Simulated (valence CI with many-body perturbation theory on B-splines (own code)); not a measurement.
# Level structure of Rb XXIV

Calculated by valence CI with perturbative core correlation (CI+MBPT): four valence electrons over a frozen Dirac-Fock core [Ne], radial functions for each j: 11 s, 11 p, 10 d, 8 f, 5 g, 2 h, with the one-electron correlation potential Σ1, the two-electron term Σ2, the three-electron term Σ3, Breit, model QED; selected CI, second order for the rest, scaled by the run's own slope (own B-spline code, finite nucleus).

No measured spectrum was set against this ion. As an estimate, levels of excited configurations hold to 0.05 to 0.15 % of their energy, terms of the ground configuration to about 0.5 %. Among the levels kept, up to 740 cm⁻¹ of a level comes from second order outside the variational space, and about a tenth of that is noise between levels of different J, which matters for small intervals.

Levels 1 to 45 of 173, with energies above the lowest level, 3s2 3p2 3P_0. "Leading %" is the weight of the configuration and term that name the level; weights of strongly mixed levels are sums over their largest components and can fall short, so below about 35 % the name and the second component can differ from the true leading terms, or belong to a minority configuration. In the jj column 3d3/2^4 stands for four electrons in 3d with j = 3/2. Lifetimes count E1, E2, E3, M1 and M2 decay at the calculated energies, and are blank where another channel may lead or the interval is too uncertain; long ones can be off by a factor of two.

| No. | Configuration | Term | J | E (cm⁻¹) | Leading % | Leading jj | g | Lifetime |
| --- | --- | --- | --- | --- | --- | --- | --- | --- |
| 1 | 3s2 3p2 | 3P | 0 | 0 | 83 | 3s^2 3p1/2^2 (93 %) |  |  |
| 2 | 3s2 3p2 | 3P | 1 | 79973 | 98 | 3s^2 3p1/2 3p3/2 (98 %) | 1.499 | 128 μs |
| 3 | 3s2 3p2 | 3P | 2 | 107700 | 56 | 3s^2 3p1/2 3p3/2 (92 %) | 1.284 | 5.77 ms |
| 4 | 3s2 3p2 | 1D | 2 | 210990 | 56 | 3s^2 3p3/2^2 (92 %) | 1.212 | 41.8 μs |
| 5 | 3s2 3p2 | 1S | 0 | 282830 | 82 | 3s^2 3p3/2^2 (92 %) |  | 14.3 μs |
| 6 | 3s 3p3 | 5S° | 2 | 501750 | 84 | 3s 3p1/2^2 3p3/2 (57 %) | 1.915 | 1.53 ns |
| 7 | 3s 3p3 | 3D° | 1 | 610620 | 66 | 3s 3p1/2^2 3p3/2 (59 %) | 0.717 | 103 ps |
| 8 | 3s 3p3 | 3D° | 2 | 623310 | 64 | 3s 3p1/2 3p3/2^2 (64 %) | 1.289 | 207 ps |
| 9 | 3s 3p3 | 3D° | 3 | 654040 | 88 | 3s 3p1/2 3p3/2^2 (88 %) | 1.331 | 265 ps |
| 10 | 3s 3p3 | 3P° | 0 | 718550 | 90 | 3s 3p1/2 3p3/2^2 (90 %) |  | 71.5 ps |
| 11 | 3s 3p3 | 1D° | 2 | 724910 | 28 | 3s 3p1/2 3p3/2^2 (44 %) | 1.179 | 89.4 ps |
| 12 | 3s 3p3 | 3P° | 1 | 729080 | 68 | 3s 3p1/2 3p3/2^2 (69 %) | 1.338 | 56.3 ps |
| 13 | 3s 3p3 | 3P° | 2 | 793770 | 33 | 3s 3p3/2^3 (46 %) | 1.139 | 166 ps |
| 14 | 3s2 3p 3d | 3F° | 2 | 832020 | 65 | 3s^2 3p1/2 3d3/2 (40 %) | 0.818 | 75.9 ps |
| 15 | 3s 3p3 | 3S° | 1 | 834000 | 56 | 3s 3p1/2 3p3/2^2 (65 %) | 1.589 | 7.75 ps |
| 16 | 3s2 3p 3d | 3F° | 3 | 859070 | 90 | 3s^2 3p1/2 3d5/2 (68 %) | 1.092 | 137 ps |
| 17 | 3s2 3p 3d | 3P° | 2 | 919290 | 49 | 3s^2 3p1/2 3d5/2 (74 %) | 1.302 | 9.85 ps |
| 18 | 3s2 3p 3d | 3D° | 1 | 924100 | 35 | 3s^2 3p1/2 3d3/2 (75 %) | 0.943 | 8.09 ps |
| 19 | 3s2 3p 3d | 3F° | 4 | 930760 | 98 | 3s^2 3p3/2 3d5/2 (98 %) | 1.248 |  |
| 20 | 3s 3p3 | 1P° | 1 | 945930 | 41 | 3s 3p3/2^3 (44 %) | 1.189 | 7.54 ps |
| 21 | 3s2 3p 3d | 3D° | 2 | 994360 | 39 | 3s^2 3p3/2 3d3/2 (62 %) | 1.056 | 6.74 ps |
| 22 | 3s2 3p 3d | 3P° | 0 | 1002100 | 89 | 3s^2 3p3/2 3d3/2 (89 %) |  | 9.42 ps |
| 23 | 3s2 3p 3d | 3D° | 3 | 1006300 | 74 | 3s^2 3p3/2 3d5/2 (38 %) | 1.285 | 7.82 ps |
| 24 | 3s2 3p 3d | 3P° | 1 | 1014600 | 59 | 3s^2 3p3/2 3d3/2 (67 %) | 1.235 | 8.63 ps |
| 25 | 3s2 3p 3d | 3P° | 2 | 1028900 | 38 | 3s^2 3p3/2 3d5/2 (62 %) | 1.286 | 9.01 ps |
| 26 | 3s2 3p 3d | 1F° | 3 | 1086300 | 86 | 3s^2 3p3/2 3d5/2 (53 %) | 1.035 | 7.78 ps |
| 27 | 3s2 3p 3d | 1P° | 1 | 1120100 | 75 | 3s^2 3p3/2 3d5/2 (70 %) | 0.975 | 8.79 ps |
| 28 | 3p4 | 3P | 2 | 1198400 | 43 | 3p1/2^2 3p3/2^2 (56 %) | 1.375 | 55.1 ps |
| 29 | 3s 3p2 3d | 5F | 1 | 1219900 | 83 | 3s 3p1/2^2 3d3/2 (64 %) | 0.160 | 644 ps |
| 30 | 3s 3p2 3d | 5F | 2 | 1235500 | 75 | 3s 3p1/2 3p3/2 3d3/2 (31 %) | 1.091 | 217 ps |
| 31 | 3s 3p2 3d | 5F | 3 | 1258000 | 68 | 3s 3p1/2^2 3d5/2 (42 %) | 1.319 | 286 ps |
| 32 | 3p4 | 3P | 0 | 1266700 | 38 | 3p1/2^2 3p3/2^2 (46 %) |  | 42.7 ps |
| 33 | 3s 3p2 3d | 3P | 1 | 1277800 | 35 | 3s 3p1/2 3p3/2 3d3/2 (46 %) | 1.403 | 84.6 ps |
| 34 | 3s 3p2 3d | 5D | 2 | 1296800 | 29 | 3s 3p1/2 3p3/2 3d3/2 (53 %) | 1.189 | 120 ps |
| 35 | 3s 3p2 3d | 5F | 4 | 1298000 | 83 | 3s 3p1/2 3p3/2 3d5/2 (77 %) | 1.364 | 5.16 ns |
| 36 | 3s 3p2 3d | 5D | 0 | 1302600 | 84 | 3s 3p1/2 3p3/2 3d3/2 (71 %) |  | 101 ps |
| 37 | 3s 3p2 3d | 5D | 3 | 1307800 | 40 | 3s 3p1/2 3p3/2 3d3/2 (54 %) | 1.342 | 114 ps |
| 38 | 3s 3p2 3d | 5D | 1 | 1311400 | 67 | 3s 3p1/2 3p3/2 3d3/2 (40 %) | 1.464 | 69.1 ps |
| 39 | 3s 3p2 3d | 5D | 2 | 1312700 | 30 | 3p1/2 3p3/2^3 (33 %) | 1.218 | 67.2 ps |
| 40 | 3s 3p2 3d | 5D | 4 | 1328900 | 54 | 3s 3p1/2 3p3/2 3d5/2 (50 %) | 1.387 | 1.42 ns |
| 41 | 3s 3p2 3d | 5F | 5 | 1335700 | 91 | 3s 3p1/2 3p3/2 3d5/2 (63 %) | 1.380 | 1.91 ns |
| 42 | 3s 3p2 3d | 3F | 2 | 1337300 | 74 | 3s 3p1/2 3p3/2 3d5/2 (41 %) | 0.820 | 120 ps |
| 43 | 3s 3p2 3d | 3F | 3 | 1366700 | 58 | 3s 3p1/2 3p3/2 3d5/2 (59 %) | 1.265 | 32.9 ps |
| 44 | 3s 3p2 3d | 5P | 3 | 1390600 | 51 | 3s 3p1/2 3p3/2 3d5/2 (46 %) | 1.519 | 14.0 ps |
| 45 | 3s 3p2 3d | 5P | 2 | 1398800 | 78 | 3s 3p1/2 3p3/2 3d3/2 (41 %) | 1.750 | 9.92 ps |

Names give the largest LS component (configuration and term), which can be under half, so a name can repeat, a term be missing and a line seem to break the LS rules; names also repeat where a configuration has a term twice.

The ionisation energy to 3s2 3p 2P°_1/2 of the next ion comes out as 1079.3 eV (NIST: 1080 ± 3 eV (semi-empirical)). All 173 levels together are meant to be complete up to 2312500 cm⁻¹.
